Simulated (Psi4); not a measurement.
Cl$_{4}$Ti (SMILES [Cl][Ti]([Cl])([Cl])[Cl]), singlet, geometry from GFN2-xTB (such geometries of metal compounds can be far from the true shape); PBE0/aug-cc-pVDZ in Psi4 1.11.

Input for Psi4:
```
memory 2 GB

molecule mol {
0 1
  Ti   -0.000000   -0.000000   -0.000000
  Cl    1.685986   -0.532548   -1.153627
  Cl    0.612700    0.476490    1.963305
  Cl   -0.945935    1.675824   -0.868235
  Cl   -1.352752   -1.619767    0.058556
}

set basis aug-cc-pvdz
set reference rks
set s_tolerance 1e-6
set s_orthogonalization canonical

energy('pbe0')
print_variables()
```

What does Psi4 print? Leave out banner, timings and long lists.


```
   => Loading Basis Set <=

    Name: AUG-CC-PVDZ
    Role: ORBITAL
    Keyword: BASIS

         ---------------------------------------------------------
                                   SCF
               by Justin Turney, Rob Parrish, Andy Simmonett
                          and Daniel G. A. Smith
                              RKS Reference
         ---------------------------------------------------------

  ==> Geometry <==

    Molecular point group: c1
    Full point group: C1

    Geometry (in Angstrom), charge = 0, multiplicity = 1:

       Center              X                  Y                   Z               Mass
    ------------   -----------------  -----------------  -----------------  -----------------
         TI           0.000000186179     0.000000186179     0.000000186179    47.947941980000
         CL           1.685986186179    -0.532547813821    -1.153626813821    34.968852682000
         CL           0.612700186179     0.476490186179     1.963305186179    34.968852682000
         CL          -0.945934813821     1.675824186179    -0.868234813821    34.968852682000
         CL          -1.352751813821    -1.619766813821     0.058556186179    34.968852682000

  Running in c1 symmetry.

  Rotational constants: A =      0.04056  B =      0.04056  C =      0.04056 [cm^-1]
  Rotational constants: A =   1215.97152  B =   1215.97137  C =   1215.97125 [MHz]
  Nuclear repulsion =  641.143119817644674

  Charge       = 0
  Multiplicity = 1
  Electrons    = 90
  Nalpha       = 45
  Nbeta        = 45

  ==> Algorithm <==

  SCF Algorithm Type is DF.
  DIIS enabled.
  MOM disabled.
  Fractional occupation disabled.
  Guess Type is SAD.
  Energy threshold   = 1.00e-06
  Density threshold  = 1.00e-06
  Integral threshold = 1.00e-12

  ==> Primary Basis <==

  Basis Set: AUG-CC-PVDZ
    Blend: AUG-CC-PVDZ
    Number of shells: 63
    Number of basis functions: 167
    Number of Cartesian functions: 185
    Spherical Harmonics?: true
    Max angular momentum: 3

  ==> DFT Potential <==

   => LibXC <=

    Version 7.1.2
    S. Lehtola, C. Steigemann, M. J. T. Oliveira, and M. A. L. Marques,  SoftwareX 7, 1–5 (2018) (10.1016/j.softx.2017.11.002)

   => Composite Functional: PBE0 <=

    PBE0 Hyb-GGA Exchange-Correlation Functional

    C. Adamo and V. Barone,  J. Chem. Phys. 110, 6158 (1999) (10.1063/1.478522)
    M. Ernzerhof and G. E. Scuseria,  J. Chem. Phys. 110, 5029 (1999) (10.1063/1.478401)

    Deriv               =              1
    GGA                 =           TRUE
    Meta                =          FALSE

    Exchange Hybrid     =           TRUE
    MP2 Hybrid          =          FALSE

   => Exchange Functionals <=

    0.7500   Perdew, Burke & Ernzerhof

   => Exact (HF) Exchange <=

    0.2500               HF

   => Correlation Functionals <=

    1.0000   Perdew, Burke & Ernzerhof

   => LibXC Density Thresholds  <==

    XC_HYB_GGA_XC_PBEH:  1.00E-15

   => Molecular Quadrature <=

    Radial Scheme          =       TREUTLER
    Pruning Scheme         =           NONE
    Nuclear Scheme         =       TREUTLER

    Blocking Scheme        =         OCTREE
    BS radius alpha        =              1
    Pruning alpha          =              1
    Radial Points          =             75
    Spherical Points       =            302
    Total Points           =         110128
    Total Blocks           =            952
    Max Points             =            256
    Max Functions          =            167
    Weights Tolerance      =       1.00E-15

   => Loading Basis Set <=

    Name: (AUG-CC-PVDZ AUX)
    Role: JKFIT
    Keyword: DF_BASIS_SCF

  ==> Integral Setup <==

  SCF_SUBTYPE=INCORE selected. In-core MEM_DF algorithm will be used.
  Using in-core AOs.

  ==> MemDFJK: Density-Fitted J/K Matrices <==

    J tasked:                   Yes
    K tasked:                   Yes
    wK tasked:                   No
    Algorithm:                 Core
    Schwarz Cutoff:           1E-12
    Mask sparsity (%):       0.0000
    Fitting Condition:        1E-10

   => Auxiliary Basis Set <=

  Basis Set: (AUG-CC-PVDZ AUX)
    Blend: AUG-CC-PVDZ-JKFIT + DEF2-UNIVERSAL-JKFIT
    Number of shells: 218
    Number of basis functions: 776
    Number of Cartesian functions: 977
    Spherical Harmonics?: true
    Max angular momentum: 6

    Using canonical orthogonalization.
  Minimum eigenvalue in the overlap matrix is 5.4020524223E-05.
  Reciprocal condition number of the overlap matrix is 7.5517698856E-06.

  ==> Pre-Iterations <==

  SCF Guess: Superposition of Atomic Densities via on-the-fly atomic UHF (no occupation information).

   -------------------------
    Irrep   Nso     Nmo
   -------------------------
     A        167     167
   -------------------------
    Total     167     167
   -------------------------

  ==> Iterations <==

                           Total Energy        Delta E     RMS |[F,P]|

   @DF-RKS iter SAD: -2689.39739875953865   -2.68940e+03   0.00000e+00
   @DF-RKS iter   1: -2689.65978689773510   -2.62388e-01   2.72411e-03 ADIIS/DIIS
   @DF-RKS iter   2: -2689.64126074821070    1.85261e-02   2.95945e-03 ADIIS/DIIS
   @DF-RKS iter   3: -2689.63614216673886    5.11858e-03   3.57097e-03 ADIIS/DIIS
   @DF-RKS iter   4: -2689.77731042008736   -1.41168e-01   2.43455e-04 ADIIS/DIIS
   @DF-RKS iter   5: -2689.77817171714969   -8.61297e-04   3.07131e-05 DIIS
   @DF-RKS iter   6: -2689.77818283110355   -1.11140e-05   1.22006e-05 DIIS
   @DF-RKS iter   7: -2689.77818486676370   -2.03566e-06   1.09259e-06 DIIS
   @DF-RKS iter   8: -2689.77818488797539   -2.12117e-08   5.70194e-08 DIIS
  Energy and wave function converged.

  ==> Post-Iterations <==

   Electrons on quadrature grid:
      Ntotal   =   90.0000060231 ; deviation = 6.023e-06

    Orbital Energies [Eh]
    ---------------------

    Doubly Occupied:

[...]
    Virtual:

[...]
    Final Occupation by Irrep:
              A
    DOCC [    45 ]
    NA   [    45 ]
    NB   [    45 ]

  @DF-RKS Final Energy: -2689.77818488797539

   => Energetics <=

    Nuclear Repulsion Energy =            641.1431198176446742
    One-Electron Energy =               -4983.7668264500989608
    Two-Electron Energy =                1769.4142259034697418
    DFT Exchange-Correlation Energy =    -116.5687041589909114
    Empirical Dispersion Energy =           0.0000000000000000
    VV10 Nonlocal Energy =                  0.0000000000000000
    Total Energy =                      -2689.7781848879749305

Computation Completed

Properties will be evaluated at   0.000000,   0.000000,   0.000000 [a0]

Properties computed using the SCF density matrix

 Multipole Moments:

 ------------------------------------------------------------------------------------
     Multipole            Electronic (a.u.)      Nuclear  (a.u.)        Total (a.u.)
 ------------------------------------------------------------------------------------

 L = 1.  Multiply by 2.5417464519 to convert [e a0] to [Debye]
 Dipole X            :          0.0000172           -0.0000005            0.0000167
 Dipole Y            :          0.0000312           -0.0000005            0.0000308
 Dipole Z            :          0.0000039           -0.0000005            0.0000035
 Magnitude           :                                                    0.0000352

 ------------------------------------------------------------------------------------

  Variable Map:
  ----------------------------------------------------------------------------
[...]
  Array Variable Map:
  ----------------------------------------------------------------------------
[...]
[...]
```
